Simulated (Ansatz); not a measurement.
C3H11BO, SMILES `C[B-](C)(C)[OH2+]`, charge 0, multiplicity 1.

Question: Give a relaxed structure at PBE0-D4/def2-TZVP (the Gaussian-basis code of Ansatz). (Estimate.)

Answer: Ansatz gave: 
```xyz
16

C    -1.268    0.225   -0.881
B     0.018    0.088    0.065
C    -0.267   -0.082    1.625
C     1.293    0.953   -0.348
O     0.613   -1.591   -0.349
H    -1.722    1.209   -0.720
H    -2.058   -0.506   -0.666
H    -1.041    0.171   -1.953
H     0.626   -0.344    2.200
H    -1.046   -0.820    1.856
H    -0.631    0.871    2.025
H     1.539    0.900   -1.417
H     2.193    0.692    0.219
H     1.088    2.009   -0.142
H     0.798   -1.587   -1.295
H    -0.134   -2.187   -0.219
```
Point group Cs.
This is one stationary point; other conformers may exist.
